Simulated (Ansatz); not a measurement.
Total energies of CH7AlS2Si.

Z-matrix (Å, degrees):
```
Si
S 1 2.204
Al 1 2.912 2 55.5
S 1 2.078 2 103.3 3 -20.5
H 1 1.483 2 102.9 3 101.5
H 1 1.485 2 106.9 3 -142.4
C 2 1.818 1 99.2 3 95.8
H 3 1.587 1 130.0 2 -69.8
H 3 1.585 1 104.8 2 95.3
H 7 1.089 2 108.9 1 80.1
H 7 1.090 2 110.5 1 -41.6
H 7 1.089 2 107.2 1 -160.8
```

Total charge 0; spin multiplicity 1. The bonds changed during the relaxation, so this is another structure than the one it started from. The geometry is a stationary point of PBE0-D4/def2-TZVP. It is one conformer, not always the lowest. Basis def2-TZVPP, the Gaussian-basis code of Ansatz.

RPA on PBE orbitals: Hartree–Fock energy of these orbitals -1367.94455 Eh, correlation -1.31497 Eh (frozen core).

```json
{"functional": "B3LYP", "energy without D4 (Eh)": "-1370.85944", "D4 term (kJ/mol)": "-65.4"}
{"functional": "B2PLYP", "energy without D4 (Eh)": "-1370.24450", "D4 term (kJ/mol)": "–"}
```

Question: Give the same for LDA (SPW92), PBE, revPBE, BLYP, r2SCAN, B97M-V, PBE0, r2SCANh, r2SCAN0, HSE06 (plane-wave form), BHLYP, CAM-B3LYP, LC-ωPBE, ωB97X-V, ωB97M-V, PBE-QIDH. (Best estimate.)

Answer: Computed: 
```
             functional  energy without D4 (Eh)  D4 term (kJ/mol)
            LDA (SPW92)             -1365.41677                 –
                    PBE             -1370.08505             -40.0
                 revPBE             -1370.50431            -102.4
                   BLYP             -1370.73230             -85.4
                 r2SCAN             -1370.65109              -9.4
                 B97M-V             -1370.45800                 –
                   PBE0             -1370.21642             -34.3
                r2SCANh             -1370.64324             -10.2
                r2SCAN0             -1370.63269             -11.4
HSE06 (plane-wave form)             -1370.18609             -32.5
                  BHLYP             -1370.74817             -56.6
              CAM-B3LYP             -1370.78029             -35.6
                LC-ωPBE             -1370.35652                 –
                ωB97X-V             -1370.56780                 –
                ωB97M-V             -1370.66934                 –
               PBE-QIDH             -1369.87092                 –
```

B3LYP takes the VWN-RPA correlation (the form of Gaussian; ORCA's B3LYP/G). HSE06 is the plane-wave form, built on full-range PBE exchange. The double hybrids freeze the cores in their second-order part.

LC-ωPBE has ω = 0.4 bohr⁻¹.
